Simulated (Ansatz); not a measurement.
Reaction: H5BGeO (SMILES [BH]([GeH3])O) → H2BO (SMILES O[BH], doublet) + GeH3 (SMILES [GeH3], doublet) (the B-Ge bond breaks)
Each species at its own B3LYP-D3(BJ)/def2-TZVP minimum (Ansatz, a quantum-chemistry and plane-wave program), one conformer.

Property: bond dissociation energy (electronic), in kcal/mol. UHF or UKS for unpaired electrons; spin-orbit terms are left out. Correlated methods leave the cores frozen (noble-gas shells, and filled d and f shells in the p block). No relativity. CBS(X,Y): correlation extrapolated as X^-3, Hartree-Fock from the larger set. A bracket is a step between two methods taken in the basis named. Double hybrids freeze cores in their MP2 part.

CCSD(T)/CBS(cc-pVTZ,cc-pVQZ) + [CCSDT(Q) - CCSD(T)]/cc-pVDZ (Ansatz) gives 83.1 kcal/mol.

Q: What does PBE/def2-TZVPD (Ansatz) give here, and how do the other levels compare?

A: PBE gives 81.1 kcal/mol, 2.0 kcal/mol below it. Differences of the others: r2SCAN/def2-TZVPD (Ansatz) -4.5; B3LYP/def2-TZVPD (Ansatz) -4.2; PBE0/def2-TZVPD (Ansatz) -2.0; wB97M-V/def2-TZVPD (Ansatz) 1.7; B2PLYP/def2-TZVPD (Ansatz) -2.6; CCSD(T)/CBS(cc-pVTZ,cc-pVQZ) (Ansatz) -0.1 kcal/mol.
